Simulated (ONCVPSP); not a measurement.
**Configuration tests for Co (ONCV)**

ONCVPSP 4.0.1 input, shortened (lines: element, Z, core and valence counts, functional; n l f; lmax; l rc ep ncon nbas qcut; lloc lpopt rc5 dvloc0; l nproj debl; icmod fcfact rcfact), BLYP, scalar-relativistic:

```
  Co 27.00    5    2  -106131      upf
    1    0    2.00
    2    0    2.00
    2    1    6.00
    3    0    2.00
    3    1    6.00
    3    2    7.00
    4    0    1.00
    2
    0    1.85    0.00    4    8    4.60
    1    1.65    0.04    5    9    4.40
    2    1.35    0.00    4    9   10.80
    4    5    1.35    4.00
    0    2    1.60
    1    2    2.10
    2    2    2.10
    1    0.45    0.00
```

Energies are relative to the spin-unpolarised reference configuration 3d7 4s1; without spin polarisation the order of configurations can differ from experiment. Not all tests gave a result: 1 of 4 tests not solved or not reliable.

```csv
valence configuration,charge,ΔE all-electron (eV),error AE − PS (meV)
3d7 4s2,0,-9.043,-5.2
3d7 4s0,+2,16.973,-14
3d7.5 4s1.5,0,-9.979,-12
```

Levels in the configuration 3d7 4s0:

```json
{"level": "3d", "all-electron (eV)": "-27.088", "pseudo (eV)": "-27.034"}
```

Note: ghosts flagged at negative energy: s at -118.8 eV, p at -61.6 eV; no localised positive-energy state flagged. A true bound ghost makes a file unfit for plane-wave use.
